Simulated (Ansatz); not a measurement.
`[SH][In]([Br])[Br]` and `[SH][In]([SH])[Br]` differ in one atom or group.

Ansatz, PBE0-D4/def2-TZVP geometries, multiplicity 1. Each molecule was computed in one conformer, which needn't be the lowest.

Elements past krypton have def2 core potentials. Scalar relativity is left out up to krypton.

```json
{"property": "LUMO energy (ωB97M-V/def2-TZVPP) / eV", "`[SH][In]([Br])[Br]`": "-0.68"}
{"property": "HOMO–LUMO gap (ωB97M-V/def2-TZVPP) / eV", "`[SH][In]([Br])[Br]`": "9.69"}
{"property": "HOMO–LUMO gap (PBE0/def2-TZVPP) / eV", "`[SH][In]([Br])[Br]`": "5.62"}
{"property": "HOMO energy (PBE0/def2-TZVPP) / eV", "`[SH][In]([Br])[Br]`": "-8.18"}
{"property": "HOMO–LUMO gap (B3LYP/def2-TZVPP) / eV", "`[SH][In]([Br])[Br]`": "5.08"}
{"property": "LUMO energy (PBE/def2-TZVPP) / eV", "`[SH][In]([Br])[Br]`": "-3.38"}
```

What does the change do to each property? (Estimate.)

The calculation gave: 
| property | `[SH][In]([SH])[Br]` | shift |
| --- | --- | --- |
| LUMO energy (ωB97M-V/def2-TZVPP) / eV | -0.26 | 0.42 |
| HOMO–LUMO gap (ωB97M-V/def2-TZVPP) / eV | 9.75 | 0.06 |
| HOMO–LUMO gap (PBE0/def2-TZVPP) / eV | 5.70 | 0.08 |
| HOMO energy (PBE0/def2-TZVPP) / eV | -7.84 | 0.34 |
| HOMO–LUMO gap (B3LYP/def2-TZVPP) / eV | 5.16 | 0.08 |
| LUMO energy (PBE/def2-TZVPP) / eV | -2.96 | 0.42 |

With PBE0 the HOMO rises by 0.34 eV and the LUMO rises by 0.42 eV, so the gap widens by about 0.08 eV. PBE moves the HOMO by 0.33 eV and ωB97M-V by 0.35 eV. The zero-point energy changes by 22.1 kJ/mol with +3 modes.

B3LYP here is the variant with VWN-RPA as its local correlation; programs differ in this.

Spin–orbit coupling is left out; it splits and shifts lone-pair levels of the heavy atoms by tenths of an eV.
